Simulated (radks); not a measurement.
Values are calculated unless marked as measured or tabulated.
Initial-state core-level shifts of the tungsten ion W+ when its valence configuration changes from [Xe] 4f14 5d4 6s1. Code: a radial shooting solver on a logarithmic mesh with Libxc functionals. Model: scalar-relativistic Kohn-Sham, SCAN, spin-unpolarised, spherical densities, finite nucleus; meta-GGA in the generalised Kohn-Sham scheme; Fermi nuclear charge, rms radius 5.3658 fm. Shifts are changes of the shell-averaged eigenvalues in eV (positive: less bound); the change of the density at the nucleus, which sets a Mossbauer isomer shift, is in e/bohr^3, on a base of 1.515e+06.

\begin{tabular}{lrrrrr}
valence & 1s & 3s & 3p & 5p & density at nucleus \\ \hline
4f13.5 5d4 6s1.5 & -6.246 & -7.376 & -7.366 & -2.863 & +104.7 \\
4f14 5d3.5 6s1 6p0.5 & -2.138 & -2.168 & -2.168 & -2.027 & +5.8 \\
4f14 5d5 & +2.472 & +2.545 & +2.546 & +2.145 & -107.3 \\
4f13 5d5 6s1 & -9.852 & -12.098 & -12.075 & -3.361 & +85.2 \\
4f13.5 5d4.5 6s1 & -4.857 & -5.951 & -5.940 & -1.687 & +42.3 \\
4f13 5d4 6s1 6p1 & -14.393 & -16.705 & -16.682 & -7.570 & +100.4 \\
4f13 5d5 6p1 & -11.395 & -13.622 & -13.598 & -5.084 & -23.1 \\
4f14 5d2 6s1 6p2 & -8.860 & -8.978 & -8.979 & -8.210 & +30.6 \\
4f13 5d4.5 6s0.5 6p1 & -12.873 & -15.143 & -15.119 & -6.320 & +36.5 \\
\end{tabular}
